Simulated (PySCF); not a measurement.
Question: Write a Z-matrix for [Ga(NH2)4]-, `[NH2][Ga-]([NH2])([NH2])[NH2]` as optimised with PBE0-D3(BJ)/def2-SVP. (Charge -1.)

Answer: 
Z-matrix in Å and degrees, rows numbered from 1:
```
Ga
N   1  1.9333
H   2  1.0224  1  108.41
H   2  1.0226  1  108.55  3   112.19
N   1  1.9326  2  111.90  3   -50.96
H   5  1.0222  1  108.60  2   -66.95
H   5  1.0224  1  108.64  2  -179.36
N   1  1.9320  2  105.11  3  -172.06
H   8  1.0225  1  108.86  2   -59.93
H   8  1.0224  1  108.46  2  -172.38
N   1  1.9323  2  111.46  3    66.27
H  11  1.0225  1  108.60  2   -61.26
H  11  1.0224  1  108.56  2    51.00
```

N2 (nitrogen bonded to Ga and 2 H) is pyramidal (angles 108.6°, 108.4° and 103.8°, sum 320.8°, 0.45 Å off the plane of its three neighbours). All 4 Ga–N bonds measure 1.932 to 1.933 Å. Ga1 (gallium bonded to 4 N) is distorted tetrahedral (angles from 105.0° to 112.1°).

Computed with PBE0-D3(BJ)/def2-SVP geometry optimisation, gas phase (PySCF).

Point group: S4 (every atom within 0.08 Å of its image). No frequency check. The geometry's basis has no diffuse functions, a weakness for an anion.
